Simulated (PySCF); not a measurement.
# Calculated NMR parameters of C/C=C\CB(OC)OC

| Property | Result |
| --- | --- |
| Formula | C6H13BO2 |
| SMILES | C/C=C\CB(OC)OC |
| Point group of the computed structure | C1 |
| Carbon signals | 5 |
| Proton signals | 5 |

Molfile (atoms numbered from 1):
```
C6H13BO2
     RDKit          3D

 22 21  0  0  0  0  0  0  0  0999 V2000
    2.9540    0.1142   -0.7352 C   0  0  0  0  0  0  0  0  0  0  0  0
    2.4780   -0.9903    0.1635 C   0  0  0  0  0  0  0  0  0  0  0  0
    1.3597   -0.9580    0.8979 C   0  0  0  0  0  0  0  0  0  0  0  0
    0.3824    0.1691    0.9500 C   0  0  0  0  0  0  0  0  0  0  0  0
   -0.9612   -0.0670    0.1413 B   0  0  0  0  0  0  0  0  0  0  0  0
   -1.1624   -1.2518   -0.4825 O   0  0  0  0  0  0  0  0  0  0  0  0
   -2.3235   -1.5551   -1.2108 C   0  0  0  0  0  0  0  0  0  0  0  0
   -1.9409    0.8813    0.0612 O   0  0  0  0  0  0  0  0  0  0  0  0
   -1.8352    2.1427    0.6556 C   0  0  0  0  0  0  0  0  0  0  0  0
    3.1291    1.0525   -0.1809 H   0  0  0  0  0  0  0  0  0  0  0  0
    2.2199    0.3440   -1.5261 H   0  0  0  0  0  0  0  0  0  0  0  0
    3.8972   -0.1494   -1.2332 H   0  0  0  0  0  0  0  0  0  0  0  0
    3.0918   -1.8961    0.2102 H   0  0  0  0  0  0  0  0  0  0  0  0
    1.1117   -1.8422    1.4954 H   0  0  0  0  0  0  0  0  0  0  0  0
    0.0894    0.3696    1.9992 H   0  0  0  0  0  0  0  0  0  0  0  0
    0.8378    1.1115    0.5984 H   0  0  0  0  0  0  0  0  0  0  0  0
   -2.0534   -1.7692   -2.2571 H   0  0  0  0  0  0  0  0  0  0  0  0
   -2.7916   -2.4588   -0.7892 H   0  0  0  0  0  0  0  0  0  0  0  0
   -3.0522   -0.7310   -1.1910 H   0  0  0  0  0  0  0  0  0  0  0  0
   -2.7592    2.7026    0.4497 H   0  0  0  0  0  0  0  0  0  0  0  0
   -1.7106    2.0771    1.7500 H   0  0  0  0  0  0  0  0  0  0  0  0
   -0.9871    2.7206    0.2498 H   0  0  0  0  0  0  0  0  0  0  0  0
  1  2  1  0
  2  3  2  0
  3  4  1  0
  4  5  1  0
  5  6  1  0
  6  7  1  0
  5  8  1  0
  8  9  1  0
  1 10  1  0
  1 11  1  0
  1 12  1  0
  2 13  1  0
  3 14  1  0
  4 15  1  0
  4 16  1  0
  7 17  1  0
  7 18  1  0
  7 19  1  0
  9 20  1  0
  9 21  1  0
  9 22  1  0
M  END
```

PySCF calculation with shieldings: GIAO B3LYP/pcSseg-1 and structure optimised with PBE0-D3(BJ)/def2-SVP; equivalent nuclei averaged, non-relativistic Hamiltonian, one conformer, gas phase.

Scale: 1H (σ = 31.38 ppm) and 13C (σ = 179.24 ppm) vs TMS; 11B (σ = 97.83 ppm) against BF3·OEt2; H2O for 17O (σ = 334.04 ppm) (reference shieldings calculated alike).

| carbon | δC, type | δH (multiplicity) | HMBC from (2–3 bonds) | span of the C tensor (ppm) |
| --- | --- | --- | --- | --- |
| C1 | 13.3, CH3 | 1.56 (d) | H14, H13 | 27 |
| C2 | 127.6, CH | 5.42 (m) | H14, H10/H11/H12, H15/H16 | 212 |
| C3 | 139.8, CH | 5.67 (m) | H13, H10/H11/H12, H15/H16 | 234 |
| C4 | 16.5, CH2 | 1.47 (d) | H14, H13 | 27 |
| C7/C9 | 52.2, CH3 | 3.64 (s) | – | 78 |

Other nuclei:
| atoms | nucleus | environment | δ (ppm) | σ (ppm) |
| --- | --- | --- | --- | --- |
| B5 | 11B | boron bonded to C, 2 O | 29.4 | 68.5 |
| O6/O8 | 17O | oxygen bonded to C, B | 110.3 | 223.8 |

1. δC 139.8, 127.6: alkene CH; an sp2 carbon of a C=C bond.
2. δC 52.2: methyl carbon bonded to O; pulled downfield by the heteroatom.
3. δC 13.3: allylic methyl carbon; saturated and bonded to C and H only.
4. δH 3.64: hydrogen on a methyl carbon bonded to O; its carbon carries O, hence the downfield position.
5. δH 1.56: hydrogen on an allylic methyl carbon; allylic position.

A carbon bonded to boron is broadened by the quadrupolar boron nucleus and is often missing from a measured spectrum. Shifts are as computed. Against solution values, carbons near 30 ppm lie about +2 ppm off and those near 130 ppm about +6 ppm. Of 1211 compounds with measured shifts, 218 miss one by over three times the rms of a fit or turn the order of signals round; such compounds aren't used in these exercises. Experimental scales use liquid or dissolved standards, which lie at an offset from isolated H2O (liquid H2O: subtract about 36 ppm). No couplings were computed; multiplicities are counted from neighbouring protons, with m where these are inequivalent, close in shift, in a saturated or five-membered ring or joined by F or P, and br s for small geminal =CH2 splittings.
